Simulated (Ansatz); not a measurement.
Computed with Ansatz on PBE0-D4/def2-TZVP structures; ΔE is electronic, products minus reactants. CCSD(T)/CBS is the MP2 limit (def2-TZVPP, def2-QZVPP) plus CCSD(T) − MP2 in def2-TZVPP, frozen cores. This one scheme is used for every species. DFT in def2-TZVPP. B3LYP here is the variant with VWN-RPA as its local correlation; programs differ in this. Each species was taken in one conformer, which may not be the lowest.

Consider the ligand exchange at the Si–C bond: `C[Si](C)(C)CBCl` + H–F → `C[Si](C)(C)F` + `CBCl`.

`C[Si](C)(C)CBCl`:

```xyz
19

C    -1.187   -1.471   -0.246
Si   -0.295    0.107    0.211
C    -0.842    0.682    1.907
C    -0.644    1.440   -1.057
C     1.584   -0.217    0.300
B     2.138   -0.522   -1.089
Cl    2.238   -2.176   -1.688
H    -0.887   -1.831   -1.233
H    -2.268   -1.309   -0.260
H    -0.977   -2.267    0.474
H    -0.624   -0.071    2.669
H    -1.920    0.871    1.922
H    -0.337    1.608    2.194
H    -0.373    1.114   -2.065
H    -0.083    2.352   -0.840
H    -1.707    1.696   -1.064
H     1.706   -1.035    1.016
H     2.002    0.708    0.711
H     2.476    0.321   -1.864
```

H–F:

Z-matrix (Å, degrees):
```
F
H 1 0.920
```

`C[Si](C)(C)F`:

```xyz
14

C    -0.643   -0.008   -1.660
Si   -0.366   -0.155    0.173
C     0.989   -1.369    0.566
C    -0.046    1.504    0.953
F    -1.727   -0.733    0.818
H    -0.877   -0.980   -2.102
H     0.249    0.381   -2.158
H    -1.472    0.670   -1.879
H     0.769   -2.353    0.144
H     1.113   -1.484    1.645
H     1.944   -1.032    0.152
H     0.870    1.949    0.556
H     0.066    1.413    2.036
H    -0.869    2.195    0.756
```

`CBCl`:

```xyz
7

C    -0.545   -0.292   -0.370
B     0.687    0.324    0.338
Cl    0.642    0.786    2.026
H    -1.416   -0.437    0.268
H    -0.265   -1.250   -0.823
H    -0.825    0.349   -1.216
H     1.723    0.519   -0.223
```

Task: Is it downhill or uphill in electronic energy at CCSD(T)/CBS, and by how much? (An estimate is asked.)

Result: The calculation gave: Downhill: ΔE = -129.8 kJ/mol.

Task: What do these levels give: revPBE-D4, BLYP-D4, r2SCAN-D4, B3LYP-D4, ωB97X-V, revPBE, r2SCAN, PBE0, BHLYP, LC-ωPBE, HF/def2-SVP, HF/def2-QZVPP? (Best estimate.)

Result: Computed: revPBE-D4 -117.0, BLYP-D4 -135.3, r2SCAN-D4 -138.9, B3LYP-D4 -138.0, ωB97X-V -138.7, revPBE -140.8, r2SCAN -143.1, PBE0 -137.2, BHLYP -160.9, LC-ωPBE -142.2, HF/def2-SVP -163.8, HF/def2-QZVPP -173.9 kJ/mol.

Largest T1 diagnostic among the species: 0.011.

The D4 term adds +19.3 kJ/mol with B3LYP and +11.5 kJ/mol with PBE0; it sums over pairs of atoms, weighted by their polarisabilities, and B3LYP, whose exchange is more repulsive, gets the larger term. In def2-TZVPP, CCSD(T) changes the Hartree–Fock value by +41.9 kJ/mol (the triples alone add +6.4 kJ/mol) and MP2 by +47.5 kJ/mol. Leaving LDA and LC-ωPBE aside and taking each functional with its dispersion term where it has one, the values, not all of them listed here, spread over 30.5 kJ/mol, from B2PLYP to revPBE-D4. LDA lies +10.2 kJ/mol from PBE without D4.
